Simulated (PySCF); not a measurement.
# Correlation energy of Hg²⁺ (mercury, charge +2)

[Xe] 4f14 5d10, closed-shell 1S. Computed with PySCF 2.14 in cc-pVDZ-PP with ECP60MDF (4s4p3d1f, 38 functions), with scalar relativity through the core potential. Frozen: 5s2 5p6; 10 electrons correlated.

Total MP2 correlation energy: -248.84 mhartree.

Same-spin part -89.40 and opposite-spin part -159.45 mhartree; SCS-MP2 scales them by 1/3 and 6/5 to -221.13 mhartree.

```csv
level,correlation energy (mhartree)
CCSD,-239.64
(T),-1.92
CCSD(T),-241.56
```

Diagnostics: T1 = 0.0018, D1 = 0.0026, largest double amplitude 0.024.

Cost of the coupled-cluster step: 0.24 s of wall time on 1 thread of Neoverse-V1 (shared host), for 10 correlated electrons.

Iterations:

```
CC2 = 0
CCSD nocc = 5, nmo = 34
frozen orbitals [0, 1, 2, 3]
max_cycle = 100
direct = 0
conv_tol = 1e-08
conv_tol_normt = 1e-06
diis_space = 8
diis_start_cycle = 0
Init t2, MP2 energy = -151.847493840518  E_corr(MP2) -0.248843263390183
Init E_corr(CCSD) = -0.248843263390861
cycle = 1  E_corr(CCSD) = -0.237874532854594  dE = 0.0109687305  norm(t1,t2) = 0.0123452
cycle = 2  E_corr(CCSD) = -0.239493095060148  dE = -0.00161856221  norm(t1,t2) = 0.0039153
cycle = 3  E_corr(CCSD) = -0.239612639830302  dE = -0.00011954477  norm(t1,t2) = 0.00140692
cycle = 4  E_corr(CCSD) = -0.239655450575438  dE = -4.28107451e-05  norm(t1,t2) = 0.000235731
cycle = 5  E_corr(CCSD) = -0.239642906203878  dE = 1.25443716e-05  norm(t1,t2) = 3.86803e-05
cycle = 6  E_corr(CCSD) = -0.239641989283176  dE = 9.16920701e-07  norm(t1,t2) = 3.96998e-06
cycle = 7  E_corr(CCSD) = -0.239642279480174  dE = -2.90196998e-07  norm(t1,t2) = 8.08507e-07
cycle = 8  E_corr(CCSD) = -0.239642280270573  dE = -7.9039858e-10  norm(t1,t2) = 9.45005e-08
CCSD converged
E(CCSD) = -151.8382928573984  E_corr = -0.2396422802705727
CCSD(T) correction = -0.00192269090726427
```
